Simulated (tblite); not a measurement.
C6H10FN.
Atom-mapped SMILES: `[F:1][C@@H:2]1[CH2:3][CH2:4][C@H:5]1[N:6]1[CH2:7][CH2:8]1` (hydrogens: H9 on C2; H10, H11 on C3; H12, H13 on C4; H14 on C5; H15, H16 on C7; H17, H18 on C8)

Computed with GFN2-xTB (tblite), gas phase: nudged elastic band of 9 images (0 to 8), spring 0.2 eV/Å², climbing image at the end, force threshold 0.05 eV/Å. No saddle search or frequency run followed, so the top image need not be a first-order saddle, and its height can exceed the method's true barrier by a kcal/mol or more.

The band describes a rotation about C5–N6 (sp3 carbon bound to nitrogen, tertiary amine nitrogen), followed by the dihedral C2–C5–N6–C8, from the optimised start (161°) to a second optimised geometry at -71°.

Problem. Give the energy profile along the converged band.

Solution. 
```tsv
image	dihedral (°)	E (kJ/mol)	C5–N6 (Å)	C2···C8 (Å)	largest true force (eV/Å)
0	161	0.00	1.435	3.81	0.01
1	177	1.11	1.436	3.84	0.03
2	-166	3.79	1.438	3.83	0.03
3	-150	6.93	1.440	3.79	0.03
4	-135	9.47	1.441	3.73	0.04
5	-120	10.61	1.439	3.65	0.05
6	-105	9.70	1.435	3.54	0.04
7	-88	6.95	1.433	3.40	0.04
8	-71	4.58	1.433	3.23	0.01
```

Barriers of this band. The top is image 5 at -120°: 10.61 kJ/mol forward and 6.03 kJ/mol back; the end lies 4.58 kJ/mol above the start. The central bond is 0.004 Å longer at the top than at the start.

Problem. What rate follows at 250 K for crossing this barrier forward?

Solution. Taking the electronic barrier for the free energy of activation (no zero-point or entropy terms, transmission 1), rate = (kT/h)·exp(−ΔE/kT) ≈ 3 × 10^10 s⁻¹, whose inverse is 3 × 10^-11 s. An error of 1 kcal/mol in the barrier changes this by a factor of 7, and the method and the loose band can each miss by that much or more.

Problem. How would the two end points share their population at 250 K, from these energies alone?

Solution. exp(−ΔE/kT) with ΔE = 0.047 eV gives 0.11 for the higher one (end) against 1 for the lower, without vibrational, rotational or degeneracy terms. GFN2-xTB can put conformers this close in the wrong order.

Problem. How long is the path, and how are the images spaced?

Solution. Cartesian distances between aligned neighbours (all atoms, Å): 0.78, 0.78, 0.78, 0.78, 0.80, 0.81, 0.85, 0.84; the sum is 6.40 Å, and the top lies 61 % of the way along.

What follows is the cost of the whole band run. Hardware: Arm Neoverse V2, one thread, no GPU, shared host. Cost: 2.5 s of wall time.
